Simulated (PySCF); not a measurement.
3,3,3-trifluoro-2-methylprop-1-ene (C4H5F3), SMILES C=C(C)C(F)(F)F. Atoms are numbered in the order given.

```xyz
12

C     -1.4189     1.3995     0.0000
C     -0.1850     0.8940     0.0000
C      1.0774     1.6954     0.0000
C      0.0147    -0.5978     0.0000
F      0.7147    -0.9850    -1.0757
F      0.7147    -0.9850     1.0757
F     -1.1281    -1.2819     0.0000
H     -2.2986     0.7535     0.0000
H     -1.5784     2.4805     0.0000
H      1.6877     1.4581    -0.8854
H      0.8599     2.7712     0.0000
H      1.6877     1.4581     0.8854
```

Geometry optimised at PBE0-D3(BJ)/def2-SVP.

Computed with PBE/def2-TZVP (PySCF).

Symmetry labels are those of the subgroup Cs that the program uses (full group Cs).

### Question
List the valence orbital energies around the gap with their symmetry. (Estimate from the structure and the level; the computed values follow.)

### Answer

```csv
orbital,symmetry,energy (eV)
HOMO−7,A",-10.64
HOMO−6,A',-10.62
HOMO−5,A',-9.89
HOMO−4,A",-9.84
HOMO−3,A",-9.46
HOMO−2,A',-9.34
HOMO−1,A',-8.66
HOMO,A",-6.96
LUMO,A",-1.54
LUMO+1,A',0.66
LUMO+2,A',1.49
LUMO+3,A',1.73
```
